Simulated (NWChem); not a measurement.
System: BCl cation, doublet; SMILES of the neutral closed-shell parent BCl

NWChem input:

```
start job
memory heap 200 mb stack 900 mb global 1100 mb
charge 1
geometry units angstroms noautoz
  B      0.000000     0.000000    -1.213351
  Cl     0.000000     0.000000     0.390317
end
basis spherical
  * library def2-tzvp
end
dft
  odft
  mult 2
  xc xwpbe 0.80 cpbe96 1.0 hfexch 1.00
  cam 0.2 cam_alpha 0.2 cam_beta 0.8
  iterations 150
  mulliken
end
task dft energy
```

Coordinates come from a PBE0/def2-SVP, spin-unrestricted optimisation. This spin state was assumed; another may lie lower. No stability test was run on the SCF state.

Problem. Give the results of this calculation. (LRC-wPBEh/def2-TZVP, spin-unrestricted.) Quantities: energy (Ha); highest occupied level (eV); lowest empty minus highest occupied level, either spin (eV); <S²>.

Solution. 
- energy (Ha): -484.46
- highest occupied level (eV): -19.50
- lowest empty minus highest occupied level, either spin (eV): 9.59
- <S²>: 0.758
